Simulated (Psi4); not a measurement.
Psi4 input (wB97X-D/6-31G*):

```
memory 1500 MB

molecule {
-1 1
N    -1.42088800   -0.94440500   -0.16861700
Si    0.05667000   -0.03832600    0.14132300
O     0.49483400    0.00101200    1.63280200
O    -0.12245000    1.54734700   -0.49324300
O     1.05665600   -0.71173800   -1.04751100
H    -1.85006400   -0.78365300   -1.07086800
H    -2.11473100   -0.81865900    0.55545700
H    -0.04869800    2.13100800    0.26791100
H     1.73401600   -0.07427100   -1.28708800
symmetry c1
no_reorient
no_com
}

set {
  basis 6-31G*
  reference rks
  scf_type pk
  dft_radial_points 99
  dft_spherical_points 590
  e_convergence 1e-8
  d_convergence 1e-7
  maxiter 150
}

e = energy('wb97x-d')
print_out(f'\nFINAL {e:.10f} DIPOLE {variable("CURRENT DIPOLE")[0]:.6f} {variable("CURRENT DIPOLE")[1]:.6f} {variable("CURRENT DIPOLE")[2]:.6f}\n')
```

From the output:

```
    One-Electron Energy =               -1305.5617157700928601
    Two-Electron Energy =                 519.3969002282505016
    DFT Exchange-Correlation Energy =     -39.3330775160465222
    Empirical Dispersion Energy =          -0.0023574343620697
    VV10 Nonlocal Energy =                  0.0000000000000000
    Total Energy =                       -572.3817170718754141

Computation Completed

Properties will be evaluated at   0.000000,   0.000000,   0.000000 [a0]

Properties computed using the SCF density matrix

 Multipole Moments:

 ------------------------------------------------------------------------------------
     Multipole            Electronic (a.u.)      Nuclear  (a.u.)        Total (a.u.)
 ------------------------------------------------------------------------------------

 L = 1.  Multiply by 2.5417464519 to convert [e a0] to [Debye]
 Dipole X            :         -0.5988619            0.0000132           -0.5988487
 Dipole Y            :          0.8275415           -0.0000113            0.8275302
 Dipole Z            :         -1.0448113           -0.0000019           -1.0448132
 Magnitude           :                                                    1.4611847

 ------------------------------------------------------------------------------------

FINAL -572.3817170719 DIPOLE -0.598849 0.827530 -1.044813

*** Psi4 exiting successfully. Buy a developer a beer!
```

The dipole moment of an ion depends on the origin.

The geometry given is a B3LYP-D3(BJ)/def2-TZVP minimum.
